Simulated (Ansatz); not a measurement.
```yaml
crystal:
  periodic: [false, false, false]
  atoms:
    - {symbol: C, position_ang: [0.118333, 1.135846, 2.621739]}
    - {symbol: N, position_ang: [0.268161, 1.455481, 1.224505]}
    - {symbol: C, position_ang: [1.004784, 2.649640, 0.988677]}
    - {symbol: Hf, position_ang: [-0.446151, 0.433891, -0.468946]}
    - {symbol: I, position_ang: [-2.128943, 2.146554, -1.940427]}
    - {symbol: N, position_ang: [-1.490979, -1.172273, 0.183654]}
    - {symbol: C, position_ang: [-1.291622, -2.549826, -0.043745]}
    - {symbol: C, position_ang: [-2.703516, -0.996844, 0.963731]}
    - {symbol: N, position_ang: [1.118003, -0.119863, -1.513513]}
    - {symbol: C, position_ang: [2.532931, 0.038901, -1.257703]}
    - {symbol: C, position_ang: [0.856388, -0.845854, -2.755330]}
    - {symbol: H, position_ang: [-0.526625, 0.272573, 2.753590]}
    - {symbol: H, position_ang: [-0.465006, 1.888912, 3.111813]}
    - {symbol: H, position_ang: [1.048126, 0.989367, 3.128986]}
    - {symbol: H, position_ang: [1.081457, 2.856416, -0.026195]}
    - {symbol: H, position_ang: [0.486962, 3.499997, 1.454935]}
    - {symbol: H, position_ang: [2.027291, 2.647262, 1.441440]}
    - {symbol: H, position_ang: [-0.327780, -2.720171, -0.708328]}
    - {symbol: H, position_ang: [-2.090467, -3.025881, -0.637311]}
    - {symbol: H, position_ang: [-1.136340, -3.084052, 0.861162]}
    - {symbol: H, position_ang: [-2.835239, 0.113670, 1.159753]}
    - {symbol: H, position_ang: [-3.568431, -1.392234, 0.421345]}
    - {symbol: H, position_ang: [-2.651437, -1.445468, 1.980634]}
    - {symbol: H, position_ang: [3.001818, 0.563124, -2.077909]}
    - {symbol: H, position_ang: [3.038071, -0.920208, -1.236138]}
    - {symbol: H, position_ang: [2.672008, 0.634300, -0.372357]}
    - {symbol: H, position_ang: [1.290382, -0.299574, -3.641387]}
    - {symbol: H, position_ang: [-0.211865, -0.974707, -2.902252]}
    - {symbol: H, position_ang: [1.304651, -1.854337, -2.761289]}
basis:
  gaussian: {orbitals: def2-SVPD, nuclear_model: gaussian}
hamiltonian: {xc: {name: BHLYP}, dispersion: d3bj}
accuracy: high
output: {forces: true}
```

```sh
$ ansatz run in.yaml --threads 11 --pin off --events-out ev --progress --plain --max-ram 120832MiB --backend cuda --devices 0, --max-vram 75GiB
```

Output, abridged:

```
Functional definition: BHLYP
8330 factors; integrals over basis functions are off by at most 1.9e-8 eV
mean field evaluation 1: about -20363.2712 eV, gradient 7.9e1 eV
mean field evaluation 2: about -20350.3169 eV, gradient 1.1e2 eV
mean field evaluation 4: about -20377.5116 eV, gradient 4.2e0 eV
mean field evaluation 8: about -20378.3578 eV, gradient 3.1e-1 eV
mean field evaluation 16: about -20378.3581 eV, gradient 7.2e-4 eV
mean field -20378.35814574 eV, -748.8908489088 hartree, gradient 7.2e-8 eV, S^2 0.000000; 0 other end points of the search recorded, 0 dependent functions left out
reference -20378.35819301 eV, -748.8908506457 hartree; 56, 56 occupied and 338, 338 virtual orbitals, 8330 factors
Total energy: -20379.62688686 eV, -748.9374742850 hartree
Atom 0 at     0.118333     1.135846     2.621739 Å, force    -1.251363    -0.246782    -1.021854 eV/Å
Atom 1 at     0.268161     1.455481     1.224505 Å, force    -0.309240    -1.488065    -0.938812 eV/Å
Atom 2 at     1.004784     2.649640     0.988677 Å, force     0.201743     0.308583     2.567029 eV/Å
Atom 3 at    -0.446151     0.433891    -0.468946 Å, force    -0.916839     1.454303     2.039315 eV/Å
Atom 4 at    -2.128943     2.146554    -1.940427 Å, force     0.086439    -0.077617    -0.000190 eV/Å
Atom 5 at    -1.490979    -1.172273     0.183654 Å, force    -0.748458     0.004779     0.484361 eV/Å
Atom 6 at    -1.291622    -2.549826    -0.043745 Å, force     2.526582    -0.725041    -3.143629 eV/Å
Atom 7 at    -2.703516    -0.996844     0.963731 Å, force     0.399591     1.947930     0.535794 eV/Å
Atom 8 at     1.118003    -0.119863    -1.513513 Å, force     1.286503    -1.045714    -1.272845 eV/Å
Atom 9 at     2.532931     0.038901    -1.257703 Å, force    -0.679516     0.131723    -0.636061 eV/Å
Atom 10 at     0.856388    -0.845854    -2.755330 Å, force     0.826744     0.515993    -0.259417 eV/Å
Atom 11 at    -0.526625     0.272573     2.753590 Å, force     0.288369    -0.565358    -0.144856 eV/Å
Atom 12 at    -0.465006     1.888912     3.111813 Å, force    -0.067021     1.056441     0.605194 eV/Å
Atom 13 at     1.048126     0.989367     3.128986 Å, force     0.801312    -0.115885     0.422701 eV/Å
Atom 14 at     1.081457     2.856416    -0.026195 Å, force     0.290673     0.455964    -2.149351 eV/Å
Atom 15 at     0.486962     3.499997     1.454935 Å, force     0.065523     0.150079    -0.109022 eV/Å
Atom 16 at     2.027291     2.647262     1.441440 Å, force    -0.451421    -0.205896    -0.360621 eV/Å
Atom 17 at    -0.327780    -2.720171    -0.708328 Å, force    -1.765671     0.306079     1.417509 eV/Å
Atom 18 at    -2.090467    -3.025881    -0.637311 Å, force    -0.108674     0.135560     0.347377 eV/Å
Atom 19 at    -1.136340    -3.084052     0.861162 Å, force     0.052579    -0.745126     1.000197 eV/Å
Atom 20 at    -2.835239     0.113670     1.159753 Å, force    -0.268940    -1.176096    -0.307374 eV/Å
Atom 21 at    -3.568431    -1.392234     0.421345 Å, force    -0.088345     0.127805     0.167301 eV/Å
Atom 22 at    -2.651437    -1.445468     1.980634 Å, force     0.093081    -0.085114    -0.609451 eV/Å
Atom 23 at     3.001818     0.563124    -2.077909 Å, force     0.207243     0.463447    -0.451555 eV/Å
Atom 24 at     3.038071    -0.920208    -1.236138 Å, force     0.141047    -0.356287     0.541995 eV/Å
Atom 25 at     2.672008     0.634300    -0.372357 Å, force     0.295428    -0.089813     0.541791 eV/Å
Atom 26 at     1.290382    -0.299574    -3.641387 Å, force    -0.559591    -0.406048     0.749063 eV/Å
Atom 27 at    -0.211865    -0.974707    -2.902252 Å, force    -0.277494     0.051901    -0.205772 eV/Å
Atom 28 at     1.304651    -1.854337    -2.761289 Å, force    -0.070287     0.218253     0.191181 eV/Å
Dipole moment:     0.506708    -0.587517     0.292994 e Å
```

Run time 7 s (11 threads of an AMD EPYC 7R13 on a shared host and a whole NVIDIA H100 80 GB); peak host memory 2.1 GiB.
